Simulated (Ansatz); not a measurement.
Input (CCSDT(Q)/def2-SVPD; Ansatz, an electronic-structure program):

Ansatz 0.2 input:
```yaml
crystal:
  periodic: [false, false, false]
  atoms:
    - {symbol: Te, position_ang: [0.00000000, 0.00000000, 0.00000000]}
basis:
  gaussian:
    orbitals: def2-SVPD
magnetization: {spin_polarized: true, initial_magnetization: 2}
correlation: {method: ccsdt_q, electrons: outside_noble_gas}
scf: {lower_state_search: full}
```

Output:

```
Functional definition: HF
integrals: 0.01 GiB planned
287 factors; integrals over basis functions are off by at most 2.5e-8 eV
mean field: 0.07 GiB planned
mean field evaluation 1: about -7265.2121 eV, gradient 3.5e0 eV
mean field evaluation 2: about -7265.2140 eV, gradient 3.5e0 eV
mean field evaluation 4: about -7265.3771 eV, gradient 3.6e-1 eV
mean field evaluation 8: about -7265.3797 eV, gradient 3.5e-3 eV
mean field evaluation 16: about -7265.3773 eV, gradient 3.7e-1 eV
mean field evaluation 32: about -7265.3772 eV, gradient 5.7e-1 eV
mean field evaluation 64: about -7265.3797 eV, gradient 1.5e-6 eV
mean field evaluation 96: about -7265.3767 eV, gradient 3.6e-1 eV
mean field -7265.37967014 eV, -266.9977782265 hartree, gradient 2.7e-6 eV, S^2 2.008688; 6 other end points of the search recorded, 0 dependent functions left out
9 core orbitals not correlated
reference -7265.37967014 eV, -266.9977782265 hartree; 4, 2 occupied and 22, 24 virtual orbitals, 287 factors
second order -1.68620691 eV of doubles, -0.00000000 eV of singles
coupled cluster: 0.10 GiB planned
cycle   1  -1.98191038 eV  change   -3.0e-1 eV  update   4.5e-2
cycle   2  -2.10539706 eV  change   -1.2e-1 eV  update   1.7e-2
cycle   3  -2.11452446 eV  change   -9.1e-3 eV  update   4.5e-3
cycle   4  -2.11589206 eV  change   -1.4e-3 eV  update   1.8e-3
cycle   5  -2.11568864 eV  change    2.0e-4 eV  update   9.0e-4
cycle   6  -2.11581290 eV  change   -1.2e-4 eV  update   3.4e-4
cycle   7  -2.11591988 eV  change   -1.1e-4 eV  update   1.2e-4
cycle   8  -2.11589530 eV  change    2.5e-5 eV  update   3.4e-5
cycle   9  -2.11588415 eV  change    1.1e-5 eV  update   1.1e-5
cycle  10  -2.11588548 eV  change   -1.3e-6 eV  update   3.4e-6
cycle  11  -2.11588612 eV  change   -6.3e-7 eV  update   1.2e-6
cycle  12  -2.11588588 eV  change    2.3e-7 eV  update   3.2e-7
perturbative correction -0.00249308 eV, -0.0000916190 hartree
Total energy: -7267.49804910 eV, -267.0756272175 hartree
```
